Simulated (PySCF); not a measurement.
Al(Me)2(H) cation (C₂H₇Al), SMILES [CH3][AlH][CH3] (connectivity only; charge and spin as stated), charge +1, multiplicity 2. Atoms are numbered in the order given.

```xyz
10

Al     0.7052     0.0960     0.0000
C     -0.5884    -1.6873     0.0000
H     -0.1669    -2.0774    -0.9397
H     -1.6411    -1.3879     0.0000
H     -0.1669    -2.0774     0.9397
C     -0.5763     1.5457     0.0000
H      0.0265     2.4729     0.0000
H     -1.2143     1.5242     0.8972
H     -1.2143     1.5242    -0.8972
H      2.1975    -0.3763     0.0000
```
Charge +1, spin multiplicity 2.

The structure is a stationary point at PBE0-D3(BJ)/def2-SVP. The spin state was assumed, not searched. The isomer is the one that the SMILES or the coordinates give; other isomers of the formula were not compared.

All values below come from PBE/def2-TZVPD in PySCF.

Mulliken values depend strongly on the basis, most of all with diffuse functions as here. ESP charges are fitted to the potential on shells at 1.4 to 2.0 van der Waals radii. Atomic charges (e):

```
atom  ESP fit  meta-Löwdin  Mulliken spin
----  -------  -----------  -------------
Al1      0.88         0.86           0.17
C2      -0.43        -0.35           0.60
H3       0.23         0.19           0.02
H4       0.22         0.19           0.00
H5       0.23         0.19           0.02
C6      -0.56        -0.58           0.14
H7       0.21         0.19           0.04
H8       0.18         0.18          -0.01
H9       0.18         0.18          -0.01
H10     -0.14        -0.05           0.02
```
